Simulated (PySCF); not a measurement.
Harmonic spectrum computed at PBE0 in the def2-TZVP basis family (core potentials from Rb on, PySCF, no spin–orbit coupling):

```tsv
symmetry	ω (cm⁻¹)	IR (km/mol)
a1	935	54.8
a1	1927	287
b2	1936	342
```

Problem. Which molecule gave it? In each, all ligands are bound to the one heavy central atom.
A. CdH₂ (singlet)
B. AsH₂ (doublet)
C. MgH₂ (singlet)
D. GeH₂ (singlet)

Solution. D. It has C2v symmetry with Ge–H 1.594 Å (×2).
